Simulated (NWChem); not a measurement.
System: AlSiH5O2; SMILES [OH][AlH][O][SiH3]

Here is an NWChem input.

```
start job
memory heap 200 mb stack 900 mb global 1100 mb
geometry units angstroms noautosym nocenter noautoz
  Al    -0.636485     1.293911     0.009012
  H     -2.155876     1.679720     0.041414
  O      0.491625     2.558366    -0.014427
  H      1.446621     2.486846    -0.033837
  O     -0.136334    -0.327952    -0.002019
  Si     0.208757    -1.936675    -0.001929
  H     -0.958973    -2.728863     0.492678
  H      1.378998    -2.215259     0.886503
  H      0.543166    -2.394140    -1.385552
end
basis spherical
  Al library pcsseg-1
  H library pcsseg-1
  O library pcsseg-1
  Si library pcsseg-1
end
dft
  xc pbe0
  iterations 150
end
property
  shielding
  efieldgrad
end
task dft property
```

Coordinates come from a PBE0/def2-SVP optimisation.

GIAO values for the isolated, static molecule; σ is the absolute isotropic shielding, δ = σ(reference) − σ with the isolated reference molecule computed at the same levels (1H: tetramethylsilane, 17O: water, 29Si: tetramethylsilane).

Atoms are numbered as in the input.

Question: Predict the main results of this run. (PBE0/pcSseg-1, GIAO.) Quantities: σ Al1 (ppm); δ H2 (ppm); δ O3 (ppm); δ H4 (ppm); δ O5 (ppm); δ Si6 (ppm); δ H7 (rotor mean) (ppm).

Answer: The σ Al1 (ppm) is 455.4 and the δ H2 (ppm) is 3.89. The δ O3 (ppm) comes out as 39.7. The δ H4 (ppm) is 1.81 and the δ O5 (ppm) comes out as 38.4. The δ Si6 (ppm) is -43.0 and the δ H7 (rotor mean) (ppm) comes out as 5.10.
